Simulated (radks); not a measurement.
Ionisation of neutral selenium, [Ar] 3d10 4s2 4p4, to [Ar] 3d10 4s2 4p3 as the strength of local exchange is varied. Calculated with a radial shooting solver on a logarithmic mesh with Libxc functionals: Dirac Kohn-Sham, Slater X-alpha exchange (alpha = 2/3 is LDA exchange), no correlation, spin-unpolarised, spherical densities, finite nucleus; open shells are shared between the two j in proportion to 2j + 1; Fermi nuclear charge, rms radius 4.14 fm.

alpha,E(Se) (hartree),exchange (hartree),IE (eV),-e of the level emptied (eV),<r> of it (bohr)
0.618,-2417.91259,-75.41661,9.319,4.985 (4p3/2),2.388
0.667,-2423.89958,-81.59634,9.810,5.408 (4p3/2),2.353
0.72,-2430.39184,-88.31342,10.355,5.881 (4p3/2),2.316
0.753,-2434.44286,-92.51298,10.700,6.183 (4p3/2),2.295
0.754,-2434.56572,-92.64045,10.711,6.192 (4p3/2),2.294
0.789,-2438.86975,-97.10940,11.083,6.520 (4p3/2),2.272
0.874,-2449.35352,-108.02437,12.012,7.342 (4p3/2),2.220

NIST Atomic Spectra Database: 9.752 eV (measured). The Delta-SCF value meets it near alpha = 0.66. Spin polarisation and multiplet splitting are left out, so open shells lie too high by an amount that depends on their filling. Sharing an open shell by 2j + 1 raises it above the true ground level by a part of the spin-orbit splitting, which enters the differences from NIST.

Beside tabulated values, note that spin-unpolarised runs miss the spin-polarisation part of the exchange energy of open shells.
